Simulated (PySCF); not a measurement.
# One molecule, several mistakes: ClGeH3Si

These are calculations, not measurements. The program is PySCF 2.14.0, an open-source quantum chemistry code, run on an isolated molecule that a program drew, which may never have been made. The molecule is ClGeH3Si (charge 0, singlet), drawn as the SMILES string `[SiH][GeH2][Cl]`.

Each row is a Hartree-Fock (HF) and frozen-core CCSD(T) single point in the cc-pV(D+d)Z basis, meant for a local HF minimum. Run 1 is clean. Each other run has one planted mistake out of seven kinds, and not every kind appears here: one electron removed, one electron added, multiplicity raised by two, geometry at a saddle point, minimal basis STO-3G, one bond length entered in bohr, all coordinates scaled. The reference is restricted for singlets and unrestricted otherwise, and also for a bond in bohr. Adding or removing an electron swaps singlet and doublet. Electrons count all cores. HOMO and LUMO are orbital energies over both spins, the gradient is its largest component, and the lowest frequency (negative if imaginary) is given only where the gradient is small. Bond lengths are over the 5 bonds as drawn. T1 is the CCSD diagnostic: over 0.02 (restricted) or 0.045 (unrestricted) a single reference is doubtful. Germanium has the cc-pVDZ-PP basis, with a core potential (ECP10MDF) in place of its 10 inner electrons, and its 3s, 3p and 3d shells are frozen in CCSD(T).

Geometry of the clean run:
```xyz
6
ClGeH3Si, angstrom
Si    0.9242   -0.3304   -3.3403
Ge    2.6195    0.4468   -1.8141
Cl    0.8655    1.9406   -1.9333
H     0.2060   -0.9981   -2.1920
H     3.8345    1.2705   -2.2420
H     2.7430    0.1154   -0.3268
```

| run | electrons | basis functions | <S^2> | HOMO (eV) | LUMO (eV) | gradient (hartree/bohr) | lowest frequency (cm^-1) | mean bond (Å) | longest bond (Å) | T1 | HF (hartree) | CCSD(T) (hartree) | mistake |
|---|---|---|---|---|---|---|---|---|---|---|---|---|---|
| 1 | 66 | 84 | 0.000 | -9.01 | 1.06 | 1.8e-05 | 72 | 1.8569 | 2.410 | 0.0147 | -1043.54477 | -1043.92392 | no fault |
| 2 | 66 | 84 | 0.000 | -9.25 | 0.50 | 3.9e-02 | - | 1.9943 | 2.588 | 0.0170 | -1043.52475 | -1043.90675 | all coordinates scaled |
| 3 | 67 | 84 | 0.771 | -0.61 | 6.70 | 4.7e-02 | - | 1.8569 | 2.410 | 0.0290 | -1043.53464 | -1043.92468 | one electron added |
| 4 | 66 | 84 | 2.009 | -7.19 | -0.47 | 4.3e-02 | - | 1.8569 | 2.410 | 0.0206 | -1043.47787 | -1043.83647 | multiplicity raised by two |
| 5 | 65 | 84 | 0.775 | -16.30 | -7.06 | 4.3e-02 | - | 1.8569 | 2.410 | 0.0217 | -1043.25083 | -1043.60510 | ? |
| 6 | 66 | 84 | 0.881 | -8.82 | 0.42 | 1.4e-02 | - | 2.1290 | 2.889 | 0.0379 | -1043.44760 | -1043.81293 | ? |

**Which mistake was planted in run 5, and what did it cost?**

It counts 65 electrons, one fewer than the clean run, at the same geometry and basis. So the mistake is: one electron removed. Subtracting run 1 and multiplying by 627.51 kcal/mol a hartree, the energy moved by 184.5 kcal/mol in HF and 200.1 kcal/mol in CCSD(T).

**Which mistake was planted in run 6, and what did it cost?**

The mean bond changes by a factor of 1.147 and the longest by 1.199, so the molecule wasn't scaled as a whole. A length L in bohr read as angstrom grows by (1/0.5292 - 1) L = 0.890 L. The 5 bonds together grew by 5 x 0.2721 = 1.361 Å, which gives L = 1.529 Å. That is the length of one of the Ge-H bonds, 1.529 Å in the clean geometry. So the mistake is: one bond length entered in bohr. Subtracting run 1 and multiplying by 627.51 kcal/mol a hartree, the energy moved by 61.0 kcal/mol in HF and 69.6 kcal/mol in CCSD(T).

